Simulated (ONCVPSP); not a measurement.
Which change was made? (Si, ONCV)

* Element: Si (Z = 14)
* Generator: ONCVPSP 4.0.1
* Type: optimised norm-conserving Vanderbilt (ONCV)
* Functional: BLYP
* Relativity: scalar-relativistic
* Frozen core: [He]
* Valence charge: 12
* Reference configuration: 2s2 2p6 3s2 (charge +2)
* Partial waves: 2s+3s: rc 1.00 bohr, ncon 3, nbas 7, qcut 13.9 1/bohr, 2 projectors; 2p: rc 0.95 bohr, ncon 4, nbas 9, qcut 12.4 1/bohr, 2 projectors, debl 2.2 Ha
* Local potential: polynomial inside 0.75 bohr (lpopt 3, dvloc0 -1 Ha)
* Core correction: none

In the p channel the program set the typed energies aside and used -4.297, 0.250 Ha.

Cutoffs, loose and tight: the cutoffs (Ha) at which the residual kinetic energy of the hardest occupied pseudo-wave falls to 1 and 0.1 mHa per electron. They do not see the model core or the augmentation charge, which bear on the density cutoff. Test errors are all-electron minus pseudo excitation energies from the reference, over the configurations 2s2 2p6 3s2 3p2; 2s2 2p6 3s2 3p1; 2s2 2p6 3s1; 2s2 2p6 3s0; variants that change the core or the reference have their own tests.

The base gives: outcome: generated, projector energies reset by the program; cutoff, loose: 72 Ha; cutoff, tight: 191 Ha; bound ghosts: none; GHOST(+) flags above zero: none; largest test error (meV): -11.

(1) After one change the result is: outcome: generated, projector energies reset by the program; cutoff, loose: 445 Ha; cutoff, tight: 524 Ha; bound ghosts: none; GHOST(+) flags above zero: none; largest test error (meV): -8.1. Which change was it?
A. p: rc 0.74; local potential polynomial inside 0.74 bohr (lpopt 3, dvloc0 -1 Ha)
B. p: rc 0.66; local potential polynomial inside 0.66 bohr (lpopt 3, dvloc0 -1 Ha)
C. p: rc 1.38
D. p: rc 0.86
E. p: rc 1.2

## Answers

(1) A. The others give: p: rc 0.66; local potential polynomial inside 0.66 bohr (lpopt 3, dvloc0 -1 Ha) → outcome: generated, projector energies reset by the program; cutoff, loose: 603 Ha; cutoff, tight: 762 Ha; bound ghosts: none; GHOST(+) flags above zero: none; largest test error (meV): -7.9 | p: rc 1.2 → outcome: generated, projector energies reset by the program; cutoff, loose: 60 Ha; cutoff, tight: 67 Ha; bound ghosts: none; GHOST(+) flags above zero: none; largest test error (meV): -17 | p: rc 1.38 → outcome: generated, projector energies reset by the program; cutoff, loose: 53 Ha; cutoff, tight: 60 Ha; bound ghosts: none; GHOST(+) flags above zero: none; largest test error (meV): -33 | p: rc 0.86 → outcome: generated, projector energies reset by the program; cutoff, loose: 110 Ha; cutoff, tight: 357 Ha; bound ghosts: none; GHOST(+) flags above zero: none; largest test error (meV): -9.6.
